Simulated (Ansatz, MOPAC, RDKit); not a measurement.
Pair of molecules: C2H4 (SMILES C=C) (first 6 atoms) with CH3NO (SMILES NC=O); geometry from B3LYP-D3(BJ)/def2-TZVP, rigid monomers moved along the line of their centres of mass till C1···H10 is 2.94 Å.
(charge 0, multiplicity 1):
```
atom    x (Å)    y (Å)    z (Å)
----  -------  -------  -------
C      0.4519   0.4774   0.7391
C     -0.4232  -0.5141   0.6331
H      1.2096   0.4683   1.5133
H      0.4487   1.3184   0.0556
H     -1.1806  -0.5278  -0.1418
H     -0.3974  -1.3525   1.3186
N     -0.9735   0.4672   4.3078
C     -0.0850  -0.3781   4.8795
O      0.7356  -1.0370   4.2773
H     -0.9779   0.5777   3.3036
H     -1.6282   0.9830   4.8681
H     -0.1791  -0.4133   5.9805
```

Monomers are frozen at their geometry in the pair; levels with a basis set take the counterpoise correction. RDKit's UFF carries no charges.

Correlated levels freeze the cores. The state that PM7 reach isn't checked; PM7 holds dispersion and hydrogen-bond terms.

The values were computed with Ansatz (Gaussian orbitals); MOPAC for PM7 (differences of heats of formation); RDKit for the force fields. Values without a source in brackets are computed.

Problem. What interaction energy does PM7 give?

Solution. -83 meV

Problem. What interaction energy does UFF give?

Solution. -44 meV

Problem. What interaction energy does CCSD(T)/aug-cc-pVDZ give?

Solution. -118 meV

Ansatz is a quantum-chemistry and plane-wave program.
